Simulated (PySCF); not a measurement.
SMILES C([SiH2]Cl)C[SiH2]F (C2H8ClFSi2), B3LYP/def2-SVP optimised geometry.

```
14

Si    -2.27    -0.34     0.00
F     -2.78    -1.05    -1.38
C     -0.39    -0.34     0.00
C      0.24     0.35    -1.23
Si     2.12     0.38    -1.25
Cl     2.81     1.38     0.45
H     -2.81    -1.11     1.15
H     -2.81     1.05     0.00
H     -0.05    -1.38     0.08
H     -0.05     0.16     0.93
H     -0.11     1.40    -1.32
H     -0.09    -0.15    -2.16
H      2.63     1.10    -2.45
H      2.68    -1.00    -1.21
```

Density from B3LYP/def2-TZVP in PySCF at that geometry.

Minimum of the electron density along straight lines between bonded atoms, close to the bond critical point (lines longer than 1.1 times the sum of covalent radii, or with two minima, are not listed):

| bond | length / Å | ρ at the minimum / e bohr⁻³ | ∇²ρ there / e bohr⁻⁵ | position (fraction from the first atom) |
|---|---|---|---|---|
| Si1–F2 | 1.635 | 0.127 | 0.83 | 0.42 |
| Si1–C3 | 1.878 | 0.126 | 0.15 | 0.39 |
| C3–C4 | 1.544 | ___ | -0.53 | 0.50 |
| C4–Si5 | 1.885 | 0.124 | ___ | 0.61 |
| Si5–Cl6 | 2.091 | 0.093 | ___ | 0.36 |
| Si1–H7 | 1.489 | 0.124 | 0.12 | 0.49 |
| Si1–H8 | 1.490 | 0.124 | 0.13 | 0.49 |
| C3–H9 | 1.105 | 0.268 | -0.88 | 0.64 |
| C3–H10 | 1.106 | 0.268 | -0.88 | 0.64 |
| C4–H11 | 1.105 | 0.269 | -0.88 | 0.64 |
| C4–H12 | 1.106 | 0.268 | -0.88 | 0.64 |
| Si5–H13 | 1.489 | 0.124 | 0.13 | 0.49 |
| Si5–H14 | 1.489 | 0.123 | 0.13 | 0.49 |

Task: Some entries are withheld; supply them.

Result: 
- C3–C4, ρ at the minimum / e bohr⁻³: 0.231
- C4–Si5, ∇²ρ there / e bohr⁻⁵: 0.14
- Si5–Cl6, ∇²ρ there / e bohr⁻⁵: 0.19
